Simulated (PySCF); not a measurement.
Bonding in `C/C=C/C=C\C(C)=S`

Species: C₇H₁₀S.
Numbering: `[CH3:1]/[CH:2]=[CH:3]/[CH:4]=[CH:5]\[C:6]([CH3:7])=[S:8]` (hydrogens: H9, H10, H11 on C1; H12 on C2; H13 on C3; H14 on C4; H15 on C5; H16, H17, H18 on C7)

Geometry (GFN2-xTB, Å), atoms numbered from 1 in this order:
```
atom  x, y, z in Å
C1     3.525   -0.192   -0.280
C2     2.319    0.607    0.048
C3     1.062    0.151   -0.048
C4    -0.070    0.958    0.280
C5    -1.385    0.617    0.268
C6    -2.016   -0.623   -0.051
C7    -3.512   -0.624    0.033
S8    -1.256   -2.017   -0.483
H9     3.255   -1.181   -0.641
H10    4.158   -0.297    0.602
H11    4.117    0.317   -1.041
H12    2.500    1.620    0.390
H13    0.884   -0.859   -0.381
H14    0.162    1.976    0.575
H15   -2.084    1.398    0.550
H16   -3.909   -1.606   -0.211
H17   -3.831   -0.349    1.039
H18   -3.928    0.110   -0.659
```

Bond orders from the PBE0/pcSseg-1 density (PySCF). One conformer (not necessarily the lowest) at the GFN2-xTB geometry, without solvent, vibrations or thermal averaging.

Task: How far do the computed orders between heavy atoms stray from the drawn ones?

Result: The largest departure is 0.288, at C4–C5 (drawn double, 1.712). Drawn single, order above 1.12: C3–C4 (1.153).

Task: Give the Mayer order of every bond between heavy atoms, beside its length.

Result: 
```csv
bond,drawn as,length (Å),Mayer order
C1–C2,single,1.484,1.076
C2–C3,double,1.340,1.721
C3–C4,single,1.428,1.153
C4–C5,double,1.358,1.712
C5–C6,single,1.428,1.106
C6–C7,single,1.498,1.027
C6–S8,double,1.646,1.761
```

By pair of heavy elements: C–C: lowest C6–C7 (1.027, 1.498 Å), highest C2–C3 (1.721, 1.340 Å).

Task: And the bonds to hydrogen?

Result: C–H: 0.92 to 0.96 (10 bonds).

Task: Sum the orders of all bonds at each heavy atom with more than one neighbour and set the sums beside the valence in the SMILES.

Result: C1 3.927 (drawn 4), C2 3.762 (drawn 4), C3 3.795 (drawn 4), C4 3.816 (drawn 4), C5 3.764 (drawn 4), C6 3.894 (drawn 4), C7 3.873 (drawn 4). Orders between atoms that aren't bonded are not in these sums.

Mayer orders depend on the basis set.
